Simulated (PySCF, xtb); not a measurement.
CH3Cl2Si, SMILES C[Si](Cl)Cl, multiplicity 2.

Harmonic wavenumbers (cm⁻¹) from xtb with GFN2-xTB at its own minimum, in rising order: 114, 138, 145, 201, 426, 478, 730, 835, 840, 1352, 1457, 1468, 2994, 3053, 3054.

Q: What does PySCF with PBE0-D3(BJ)/def2-SVP give at its own minimum? (An estimate is asked for; the answer gives what the named calculation found.)

A: 151, 169, 179, 236, 490, 569, 715, 774, 798, 1245, 1412, 1417, 3057, 3171, 3185. Paired by order, the mean absolute difference is 62 cm⁻¹ and the zero-point energies are 24.7 and 25.1 kcal/mol.
